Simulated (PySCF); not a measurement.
Isomers of C6H12Ge. Method used: TDDFT wB97X-D/def2-SVPD, vertical, gas phase, core orbitals frozen in the response (PySCF). Geometries: PBE0-D3(BJ)/def2-SVP; one conformer of each isolated species. Triplets are in the Tamm–Dancoff approximation. 'Strongest' means the level of largest summed f among the lowest 10 singlets; it needn't be the same kind of state in each. Relativistic effects are left out although some hold elements past zinc.

Question: Rank by computed lowest singlet excitation energy, highest first.
A. `C=[C](C)[GeH]1[CH2]C[CH2]1`
B. `C=[CH][Ge@@H]1[CH2]C[C@H]1C`
C. `C=C(C)[C@@H]1C[C@@H]1[GeH3]`
D. `C1C[CH]1[GeH2][CH]1CC1`

Answer: D (7.85 eV), C (6.70 eV), A (6.37 eV), B (6.12 eV).

| SMILES | S1 (eV) | LUMO (eV) | f (S1) | T1 (eV) | f (strongest) | strongest (eV) | S1 mainly |
| --- | --- | --- | --- | --- | --- | --- | --- |
| C1C[CH]1[GeH2][CH]1CC1 | 7.85 | 2.29 | 0.010 | 7.71 | 0.16 | 8.60 | H→L (71%) |
| C=C(C)[C@@H]1C[C@@H]1[GeH3] | 6.70 | 1.85 | 0.212 | 4.34 | 0.21 | 6.70 | H→L (78%) |
| C=[C](C)[GeH]1[CH2]C[CH2]1 | 6.37 | 1.60 | 0.015 | 4.32 | 0.26 | 6.73 | H-1→L (53%) |
| C=[CH][Ge@@H]1[CH2]C[C@H]1C | 6.12 | 1.27 | 0.042 | 4.30 | 0.35 | 6.44 | H-1→L (48%) |

H and L stand for HOMO and LUMO.

Without π bonds the low states are Rydberg-like; a valence basis with one diffuse set may place them up to an eV too high.
